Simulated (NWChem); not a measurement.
Species: CCl3F; SMILES FC(Cl)(Cl)Cl

All runs: NWChem. Medium grid unless said otherwise, to which SCAN and Minnesota functionals are sensitive. Structure relaxed at the PBE0/def2-SVP level. Computed dipoles belong to the equilibrium geometry; the measured one is vibrationally averaged.

Measured dipole moment: 0.45 D (NIST CCCBDB, as tabulated in the package chemicals).

```csv
level,dipole moment (D),computed − measured,relative time (rough)
"LDA (Slater exchange, VWN5)/def2-TZVPD",0.30,-0.15,2
PBE/def2-TZVPD,0.25,-0.20,2
BLYP/def2-TZVPD,0.29,-0.16,2
TPSS/def2-TZVPD,0.25,-0.20,2
r2SCAN/def2-TZVPD,0.26,-0.19,2
B3LYP/def2-TZVPD,0.35,-0.10,2
PBE0/def2-TZVPD,0.33,-0.12,2
M06-2X/def2-TZVPD,0.38,-0.07,2
CAM-B3LYP/def2-TZVPD,0.39,-0.06,10
Hartree-Fock/def2-TZVPD,0.46,+0.01,1
```
